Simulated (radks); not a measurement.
Task: Er L, configuration [Ar] 3d1. Method: scalar-relativistic Kohn-Sham, SCAN, spin-polarised, spherical densities, finite nucleus; open shells are filled with parallel spins first (spin-orbit coupling, left out, can overturn this in heavy ions); meta-GGA in the generalised Kohn-Sham scheme; Fermi nuclear charge, rms radius 5.2516 fm; computed with a radial shooting solver on a logarithmic mesh with Libxc functionals. Some entries of the table are withheld. Estimate them.

orbital  occ.  eigenvalue (Ry)  r(max) (bohr)  <r> (bohr)
1s up       1        -4458.475        0.01286     0.02037
1s down     1        -4458.462        0.01286     0.02037
2s up       1        -941.6286        0.07291     0.08570
2s down     1        -941.0506        0.07290     0.08566
2p up       3        -860.5653        0.05931     0.07597
2p down     3        -860.1238        0.05929     0.07592
3s up       1              (1)         0.1985      0.2105
3s down     1              (2)         0.1986      0.2107
3p up       3        -334.7352         0.1935      0.2065
3p down     3        -334.1350         0.1936      0.2068
3d up       1        -309.1064         0.1542         (3)

Result: 
(1) 3s up eigenvalue (Ry): -359.5077
(2) 3s down eigenvalue (Ry): -358.9341
(3) 3d up <r> (bohr): 0.1830
